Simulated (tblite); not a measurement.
C4H7GeNO.
Geometry (GFN2-xTB, Å), atoms numbered from 1 in this order:
```xyz
14
C4H7GeNO angstrom
C      2.9803    1.4979    0.5807
C      2.3582    0.4703    0.5240
Ge     1.3466   -1.1310    0.4547
N     -0.4263   -0.7441    0.8384
C     -0.9805    0.0121   -0.1276
C     -2.4165    0.4328    0.0463
O     -0.2924    0.3125   -1.0872
H      3.5304    2.3952    0.6197
H      1.4321   -1.8392   -0.8531
H      1.7344   -2.0146    1.6126
H     -0.9665   -1.0004    1.6496
H     -2.5094    1.0516    0.9370
H     -3.0513   -0.4433    0.1646
H     -2.7396    0.9997   -0.8219
```

All values are computed: GFN2-xTB (tblite) harmonic vibrations without scaling, gas phase. This tight-binding method is rough: wavenumbers can miss measured ones by several per cent, in bad cases by 10 to 20. Modes of hydrogen on germanium can be 10 to 20 % off. One conformer, not necessarily the lowest.

Harmonic wavenumbers (cm⁻¹): 59.8, 66.7, 89.2, 143.8, 152.3, 228.4, 282.7, 318.1, 475.1, 492.0, 516.9, 536.5, 574.9, 613.3, 668.7, 678.8, 701.4, 712.9, 797.1, 954.5, 992.9, 1006.4, 1153.9, 1364.7, 1382.5, 1456.1, 1465.4, 1691.4, 1956.2, 2066.6, 2187.6, 3020.9, 3024.5, 3063.0, 3344.2, 3444.1.

A = 3032, B = 1252, C = 1008 MHz; mass 158.974 u (most abundant isotopes); point group C1, symmetry number 1.

Question: Zero-point energy?

Answer: ½Σν̃ = 20842 cm⁻¹ = 59.59 kcal/mol.

Question: Give the ideal-gas entropy at 400 K and 1 bar in the rigid-rotor, harmonic-oscillator model (classical rotation).

Answer: Translation 42.59, rotation 29.70, vibration 37.10: S = 109.4 cal/(mol K).

Question: And Cp and H(400 K) − H(0)?

Answer: Cp = 42.51 cal/(mol K), of which vibrations give 34.57 (their classical limit is 36 R = 71.5); H(400 K) − H(0) = 10.73 kcal/mol without the zero-point energy, 7.55 from vibrations.

Question: Blend soft modes into free rotors: weight 1/[1 + (100 cm⁻¹/ν̃)⁴] for the oscillator and the rest for a rotor with moment μB/(μ + B), μ = h/(8π²ν), B = 10⁻⁴⁴ kg m². What vibrational entropy results?

Answer: 34.02 cal/(mol K) in place of 37.10, which changes −T·S at 400 K by +1.23 kcal/mol.

Question: How do the functions run with temperature in this model?

Answer: 
| T (K) | S (cal/(mol K)) | Cp (cal/(mol K)) | H − H(0) (kcal/mol) | G − H(0) (kcal/mol) | ln q(vib) |
| --- | --- | --- | --- | --- | --- |
| 150 | 78.0 | 23.0 | 2.34 | -9.36 | 2.97 |
| 250 | 91.9 | 32.0 | 5.10 | -17.88 | 5.50 |
| 298.15 | 97.9 | 35.8 | 6.73 | -22.45 | 6.70 |
| 600 | 128.5 | 51.9 | 20.24 | -56.88 | 13.71 |
| 900 | 151.4 | 60.8 | 37.27 | -99.01 | 19.74 |

q(vib) and H(0) count from the zero-point level.

Hindered rotation and anharmonicity are outside this model. Other conformers, if any are populated, would add a mixing term that is left out. The structure is chiral; the term R ln 2 for an equal mix with its mirror image is left out.
